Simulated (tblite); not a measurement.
Species: C5H9N2O (doublet state).
Bonds: C1–C2, C2–C3, C2–C4, C4–N5 (double), N5–C6, C6–N7, N7–O8, C4–O8. Hydrogens: H9, H10, H11 on C1; H12 on C2; H13, H14, H15 on C3; H16, H17 on C6.
Bond orders are those of one Lewis drawing.

Computed with GFN2-xTB (tblite), gas phase: L-BFGS steps from a force-field or distance-geometry start until the largest atomic force falls under 0.01 eV/Å.

Step 0: E = -683.4511 eV
```
atom  x, y, z in Å  |  force x, y, z in eV/Å
C1     -1.3191    0.3019    1.3936   -0.553   0.372   0.427
C2     -0.8657   -0.4919    0.1749    0.309  -0.429   0.512
C3     -1.6167   -0.1096   -1.0712   -0.805   0.403  -0.832
C4      0.6093   -0.2895   -0.0347   -0.689   0.207   0.206
N5      1.1915    0.8281   -0.2765    0.818  -1.579   0.001
C6      2.6093    0.4526   -0.3956   -1.020  -0.439   0.600
N7      2.7047   -0.9788   -0.1688   -1.374   0.280   0.143
O8      1.3675   -1.4058    0.0726    1.925   1.735  -0.628
H9     -1.1884    1.3780    1.2419    0.035  -0.243  -0.088
H10    -0.7627    0.0253    2.2926   -0.035  -0.048  -0.199
H11    -2.3910    0.1193    1.5949    0.509   0.036  -0.159
H12    -1.0434   -1.5636    0.3850    0.234   0.254  -0.107
H13    -1.5063    0.9586   -1.2980    0.128  -0.278   0.120
H14    -1.2649   -0.6775   -1.9416   -0.096   0.119   0.256
H15    -2.6996   -0.2948   -0.9539    0.504  -0.035   0.010
H16     3.1869    1.0228    0.3579   -0.010  -0.262  -0.191
H17     2.9815    0.7368   -1.3832    0.120  -0.094  -0.072
```

Step 1: E = -683.6156 eV
```
atom  x, y, z in Å  |  force x, y, z in eV/Å
C1     -1.3270    0.3072    1.3997   -0.044   0.061   0.127
C2     -0.8613   -0.4981    0.1823   -0.213   0.138   0.048
C3     -1.6282   -0.1038   -1.0830   -0.053   0.031  -0.049
C4      0.5994   -0.2865   -0.0317   -0.365  -0.170   0.191
N5      1.2032    0.8055   -0.2765    0.215  -0.196  -0.071
C6      2.5948    0.4464   -0.3871   -0.221  -0.098   0.064
N7      2.6851   -0.9748   -0.1668   -0.367   0.230   0.046
O8      1.3950   -1.3810    0.0637    0.739   0.526  -0.257
H9     -1.1879    1.3745    1.2406    0.032  -0.057  -0.094
H10    -0.7632    0.0246    2.2898   -0.039  -0.022  -0.095
H11    -2.3838    0.1198    1.5926    0.096  -0.007  -0.062
H12    -1.0400   -1.5599    0.3834    0.183  -0.002  -0.038
H13    -1.5045    0.9547   -1.2962    0.112   0.004   0.033
H14    -1.2662   -0.6758   -1.9379   -0.072   0.046   0.067
H15    -2.6924   -0.2953   -0.9537    0.071  -0.070   0.014
H16     3.1867    1.0191    0.3552   -0.049  -0.242  -0.153
H17     2.9832    0.7355   -1.3842   -0.027  -0.173   0.229
```

Step 2: E = -683.6344 eV
```
atom  x, y, z in Å  |  force x, y, z in eV/Å
C1     -1.3283    0.3087    1.4025    0.004   0.025  -0.011
C2     -0.8650   -0.4958    0.1837   -0.181   0.025   0.030
C3     -1.6299   -0.1029   -1.0848    0.019   0.035   0.062
C4      0.5918   -0.2896   -0.0279    0.137   0.174   0.021
N5      1.2081    0.8003   -0.2778   -0.282  -0.080   0.009
C6      2.5896    0.4441   -0.3853   -0.009   0.047  -0.032
N7      2.6769   -0.9701   -0.1658    0.253   0.196  -0.034
O8      1.4109   -1.3694    0.0582   -0.076  -0.055  -0.031
H9     -1.1872    1.3732    1.2388    0.032   0.003  -0.077
H10    -0.7640    0.0242    2.2878    0.003  -0.033  -0.013
H11    -2.3815    0.1197    1.5913   -0.026  -0.008  -0.018
H12    -1.0363   -1.5597    0.3826    0.129   0.006  -0.027
H13    -1.5022    0.9545   -1.2955    0.093   0.037   0.016
H14    -1.2677   -0.6748   -1.9364   -0.041   0.009   0.011
H15    -2.6906   -0.2967   -0.9534   -0.022  -0.061   0.010
H16     3.1858    1.0143    0.3521   -0.016  -0.174  -0.080
H17     2.9828    0.7321   -1.3799   -0.016  -0.145   0.164
```

**Question.** Estimate the geometry and energy of step 3. (The exact step hangs on the optimiser's Hessian estimate; all steps are aligned on step 2, rigid shifts and turns removed.)

**Answer.** E = -683.6382 eV, largest force 0.206 eV/Å
```
atom  x, y, z in Å  |  force x, y, z in eV/Å
C1     -1.3285    0.3092    1.4027   -0.013   0.008  -0.011
C2     -0.8679   -0.4953    0.1843   -0.018   0.026   0.011
C3     -1.6300   -0.1022   -1.0842   -0.003   0.024   0.045
C4      0.5928   -0.2875   -0.0272   -0.085  -0.083   0.063
N5      1.2048    0.7984   -0.2779   -0.094   0.179  -0.041
C6      2.5888    0.4444   -0.3854   -0.055   0.052  -0.013
N7      2.6793   -0.9669   -0.1661    0.169   0.111  -0.018
O8      1.4118   -1.3687    0.0571   -0.036  -0.070  -0.017
H9     -1.1867    1.3731    1.2375    0.030   0.014  -0.070
H10    -0.7640    0.0237    2.2874    0.004  -0.029  -0.008
H11    -2.3815    0.1196    1.5909   -0.032   0.001  -0.008
H12    -1.0341   -1.5596    0.3821    0.107  -0.006  -0.019
H13    -1.5007    0.9549   -1.2952    0.081   0.034   0.018
H14    -1.2684   -0.6746   -1.9361   -0.035   0.010   0.015
H15    -2.6906   -0.2977   -0.9533   -0.020  -0.045   0.005
H16     3.1855    1.0113    0.3506    0.001  -0.120  -0.034
H17     2.9825    0.7298   -1.3772   -0.001  -0.106   0.083
```

The energy changes by -0.0038 eV. The first-order estimate −F·Δx gives -0.0055 eV and the mean of the old and new forces, exact on a quadratic surface, -0.0038 eV. The step makes an angle of 23° with the force vector and moves no atom by more than 0.004 Å.

The cost below is that of the whole relaxation. On one thread, AMD EPYC (x86_64), no GPU (shared host), this took 0.43 s of wall time.
